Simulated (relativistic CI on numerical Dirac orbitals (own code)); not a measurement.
# d2 in a ligand field

Computed with a parametric ligand-field model of a d^n configuration (Racah B and C, spin-orbit zeta, crystal field), exact diagonalisation.

Field parameters in Wybourne normalisation: Oh B⁴₀ = 21Dq, B⁴₄ = √(5/14) B⁴₀. The field is a parameter set, without covalency.

B = 880 cm⁻¹, C = 4370 cm⁻¹ (C/B = 4.97), Oh, no spin-orbit coupling. Tanabe-Sugano data, E/B above the lowest term (Δ = |10Dq|; b, c mark the second and third term of a kind):

```csv
Δ/B,3T1,3T2,3A2,1T2,3T1(b),1E,1A1
1.0,0.00,0.81,1.81,15.28,15.62,15.74,22.91
5.0,0.00,4.22,9.22,16.15,18.44,16.97,26.44
9.0,0.00,7.82,16.82,16.46,21.63,17.07,29.23
13.0,0.00,11.53,24.53,16.53,25.06,16.99,31.34
17.0,0.00,15.32,32.32,16.53,28.64,16.89,32.90
21.0,0.00,19.16,40.16,16.50,32.31,16.80,34.05
25.0,0.00,23.03,48.03,16.47,36.06,16.72,34.91
29.0,0.00,26.92,55.92,16.43,39.85,16.65,35.58
33.0,0.00,30.84,63.84,16.40,43.68,16.59,36.09
37.0,0.00,34.77,71.77,16.37,47.54,16.54,36.51
41.0,0.00,38.71,79.71,16.34,51.42,16.49,36.84
45.0,0.00,42.66,87.66,16.32,55.32,16.46,37.12
```

The ground term stays 3T1.
